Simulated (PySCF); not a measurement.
A structure optimised at TPSSh-D3(BJ)/def2-SVP, used in a PySCF frequency run:

```
S
Si 1 2.1427
F 2 1.6271 1 110.52
H 2 1.4774 3 108.45 1 -116.81
H 2 1.4801 4 113.37 3 118.87
Si 1 2.1428 2 98.43 4 -160.61
F 6 1.6270 1 110.54 2 82.85
H 6 1.4773 7 108.40 1 -116.86
H 6 1.4801 8 113.38 7 118.88
```
Charge 0, spin multiplicity 1.

Problem. Write its SMILES and formula.

Solution. F[SiH2]S[SiH2]F, F₂H₄SSi₂

Problem. What are its rotational constants (standard atomic weights)?

Solution. 4.2477, 1.2775, 1.1959 GHz
